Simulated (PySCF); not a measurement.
benzotriazole (C6H5N3), SMILES c1ccc2c([nH]nn2)c1.

Geometry optimised at B3LYP-D3(BJ)/def2-SVP.

All values below come from PBE/def2-SVP (PySCF).

Symmetry labels are those of the subgroup Cs that the program uses (full group Cs).

Computed valence orbital energies around the gap with their symmetry:
```csv
orbital,symmetry,energy (eV)
HOMO−7,A',-9.22
HOMO−6,A',-8.95
HOMO−5,A",-8.94
HOMO−4,A",-8.01
HOMO−3,A',-7.80
HOMO−2,A",-6.40
HOMO−1,A",-6.05
HOMO,A',-5.94
LUMO,A",-2.10
LUMO+1,A",-0.84
LUMO+2,A",-0.17
LUMO+3,A',0.73
```
